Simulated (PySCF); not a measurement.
Ga(F)2(SeH) (F₂GaHSe), SMILES [F][Ga]([F])[SeH]. Atoms are numbered in the order given.

```xyz
5

Ga     0.0023    -0.7597     0.0000
F      1.4585    -1.7247     0.0000
F     -1.4899    -1.6714     0.0000
Se     0.0483     1.5452     0.0000
H     -1.4290     1.5783     0.0000
```
Charge 0, spin multiplicity 1.

Geometry: B3LYP-D3(BJ)/def2-SVP. One conformer was computed; it need not be the lowest.

Two levels are set side by side: PBE/pcSseg-1 (PySCF) and PBE0/pcSseg-1 (PySCF). GIAO shifts against CFCl3 (¹⁹F), Me2Se (⁷⁷Se), TMS (¹H) at the same level; non-relativistic, no solvent, atoms listed together averaged. Differences are taken from unrounded values.

```
quantity                PBE0
--------------------  ------
δ(⁷⁷Se) of Se4 (ppm)  -472.9
δ(¹H) of H5 (ppm)       1.42
```

Task: What does PBE give, and how far is it from PBE0? (Estimate from the structure and the level; the computed values follow.)

Result: 
```tsv
quantity	PBE	PBE minus PBE0
δ(⁷⁷Se) of Se4 (ppm)	-483.1	-10.2
δ(¹H) of H5 (ppm)	1.32	-0.11
```

Rough cost on one machine, each run with all the roots and properties that it gave: PBE0 against PBE within a factor of 2.
